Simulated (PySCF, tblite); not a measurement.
Isomers of C4H12N2SSi2, one GFN2-xTB conformer each. Single-point energies are computed at PBE0/pcSseg-1 (PySCF, gas phase, no added dispersion term), electronic only.

```csv
SMILES,GFN2-xTB relative energy (kJ/mol)
C=N[Si@@H]1CCN[Si@H]1SC,131.3
CC[Si@H](CC#N)S[SiH2]N,87.3
C=N[Si@@H]1S[SiH2]CCN1C,0.0
```

Conformers: `[CH2:1]=[N:2][Si@@H:3]1[CH2:4][CH2:5][NH:6][Si@H:7]1[S:8][CH3:9]` with C1–N2–Si3–C4 -135°, N6–Si7–S8–C9 -174°, N2–Si3–C4–C5 -145°, Si3–C4–C5–N6 44°, C4–C5–N6–Si7 -26°, C5–N6–Si7–S8 -124°; `[CH3:1][CH2:2][Si@H:3]([CH2:4][C:5]#[N:6])[S:7][SiH2:8][NH2:9]` with C1–C2–Si3–C4 66°, C2–Si3–C4–C5 -65°, C2–Si3–S7–Si8 154°, Si3–S7–Si8–N9 49°, S7–Si8–N9–H 180° and 44°; `[CH2:1]=[N:2][Si@@H:3]1[S:4][SiH2:5][CH2:6][CH2:7][N:8]1[CH3:9]` with C1–N2–Si3–S4 -10°, N2–Si3–S4–Si5 -165°, Si3–S4–Si5–C6 37°, S4–Si5–C6–C7 14°, Si5–C6–C7–N8 -73°.

**Question.** What does PBE0/pcSseg-1 give for the same structures?

**Answer.** 
| SMILES | PBE0/pcSseg-1 E (Eh) | PBE0/pcSseg-1 (kJ/mol) | GFN2-xTB (kJ/mol) | point group |
| --- | --- | --- | --- | --- |
| CC[Si@H](CC#N)S[SiH2]N | -1245.63892 | 0.0 | 87.3 | C1 |
| C=N[Si@@H]1S[SiH2]CCN1C | -1245.62391 | 39.4 | 0.0 | C1 |
| C=N[Si@@H]1CCN[Si@H]1SC | -1245.58950 | 129.7 | 131.3 | C1 |

GFN2-xTB puts C=N[Si@@H]1S[SiH2]CCN1C lowest instead; measured from each level's own lowest isomer, the values differ by up to 87.3 kJ/mol (CC[Si@H](CC#N)S[SiH2]N: 87.3 against 0.0). As drawn, the lowest has a C≡N group, which the highest lacks; the highest has a C=N bond and an Si–Si bond, which the lowest lacks.

**Question.** Which frontier levels, dipoles and rotational constants go with these structures?

**Answer.** 
```json
{"SMILES": "CC[Si@H](CC#N)S[SiH2]N", "HOMO (eV, PBE0/pcSseg-1)": "-7.45", "LUMO (eV)": "-0.05", "dipole (D)": "4.68", "A, B, C (MHz)": "1273, 723.2, 603.9"}
{"SMILES": "C=N[Si@@H]1S[SiH2]CCN1C", "HOMO (eV, PBE0/pcSseg-1)": "-6.47", "LUMO (eV)": "-0.80", "dipole (D)": "1.75", "A, B, C (MHz)": "1384, 903.6, 603.4"}
{"SMILES": "C=N[Si@@H]1CCN[Si@H]1SC", "HOMO (eV, PBE0/pcSseg-1)": "-6.26", "LUMO (eV)": "-0.95", "dipole (D)": "2.31", "A, B, C (MHz)": "1244, 754.6, 510.2"}
```

**Question.** What happens when harmonic zero-point energies from GFN2-xTB frequencies are added?

**Answer.** 
```json
{"SMILES": "CC[Si@H](CC#N)S[SiH2]N", "ZPE (kJ/mol)": "404.7", "electronic (kJ/mol)": "0.0", "with ZPE (kJ/mol)": "0.0"}
{"SMILES": "C=N[Si@@H]1S[SiH2]CCN1C", "ZPE (kJ/mol)": "410.2", "electronic (kJ/mol)": "39.4", "with ZPE (kJ/mol)": "44.9"}
{"SMILES": "C=N[Si@@H]1CCN[Si@H]1SC", "ZPE (kJ/mol)": "410.5", "electronic (kJ/mol)": "129.7", "with ZPE (kJ/mol)": "135.5"}
```

The zero-point energies span 5.8 kJ/mol. The order is unchanged.
